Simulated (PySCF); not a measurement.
Compounds:
1. `CC(C)(C)CC(=O)O[SiH3]`, C6H14O2Si
2. SMILES C=CCn1ncc([SiH3])n1, C5H9N3Si
3. SMILES C1(C2CC2)=CN=NN1[SiH3], C5H9N3Si
4. `Cc1pcpc(Cl)p1`, C4H4ClP3
5. SMILES N#CC[SiH2][SiH3], C2H7NSi2
6. SMILES FC(P(C=C)C#CC)(F)F, C6H6F3P

PySCF 2.14 calculation with geometry from PBE0-D3(BJ)/def2-SVP and GIAO PBE0/pcSseg-1 shieldings; single conformer, equivalent nuclei averaged, non-relativistic Hamiltonian, isolated molecule.

δ = σ(ref) − σ, references computed at the same level: ¹H (σref 31.27), ¹³C (σref 184.41) against TMS. Shifts are as computed. Against solution values, carbons near 30 ppm lie about +2 ppm off and those near 130 ppm about +5 ppm; carbons on Cl a further +5 ppm. Of 1313 compounds with measured shifts, 239 miss one by over three times the rms of a fit or turn the order of signals round; such compounds aren't used in these exercises. Carbons bonded to Cl come out too deshielded.

Q: Which show a ¹H signal between 3 and 4.5 ppm from a carbon-bound hydrogen?

A: 4 (3.31: hydrogen on a methyl carbon on an aromatic ring).

Q: Which show a ¹³C signal between 100 and 160 ppm?

A: 2 (147.9, 143.2, 138.1, 126.8: aromatic CH next to a ring nitrogen, alkene CH, substituted aromatic carbon next to a ring nitrogen, terminal =CH2 carbon); 3 (149.6, 136.4: substituted aromatic carbon next to a ring nitrogen, aromatic CH next to a ring nitrogen); 5 (122.1: nitrile carbon); 6 (136.7, 135.9, 135.0, 119.6: terminal =CH2 carbon, alkene CH, CF3 carbon, alkyne carbon).

Q: Which show a ¹H signal above 9 ppm from a carbon-bound hydrogen?

A: 4 (10.49: hydrogen on an aromatic CH).

Q: Which give exactly 6 ¹³C signals?

A: 6 (δ 136.7, 135.9, 135.0, 119.6, 72.2, 6.2).
